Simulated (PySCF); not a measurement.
**Excitation energy of Al by level of theory**

Al [Ne] 3s2 3p1 (2P) → Al [Ne] 3s1 3p2 (4P), as a difference of total energies. All numbers are calculated (PySCF 2.14, no relativity, point nucleus, in aug-cc-pwCVDZ (6s5p3d, 36 functions)). Correlated levels: valence and next inner shell: 1s2 frozen. The calculations carry no spin-orbit coupling.

| method | excitation energy (eV) |
| --- | --- |
| UHF | 2.415 |
| MP2 (valence and next inner shell) | 3.227 |
| SCS-MP2 (valence and next inner shell) | 3.450 |
| CCSD (valence and next inner shell) | 3.486 |
| CCSD(T) (valence and next inner shell) | 3.523 |

**Question.** How much does correlation contribute at CCSD(T) (valence and next inner shell)?

**Answer.** 3.523 − (2.415) = 1.108 eV, measured against UHF.

Errors of the correlated levels include the incompleteness of this basis and the frozen core.

For comparison: 3.598 eV (measured; NIST levels, between the centres of gravity of the two terms).
